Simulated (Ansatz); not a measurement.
A geometry relaxed with B3LYP-D3(BJ)/def2-TZVP run with Ansatz (a first-principles code), charge 0, multiplicity 1:

```xyz
5

H     -0.5969    -0.5905     1.2324
H     -0.9380    -0.2028    -1.1415
Si    -0.0380     0.0191     0.0086
F      1.3687    -0.6881    -0.3090
H      0.2042     1.4623     0.2095
```

Problem. Write the SMILES of this molecule.

Solution. `F[SiH3]`
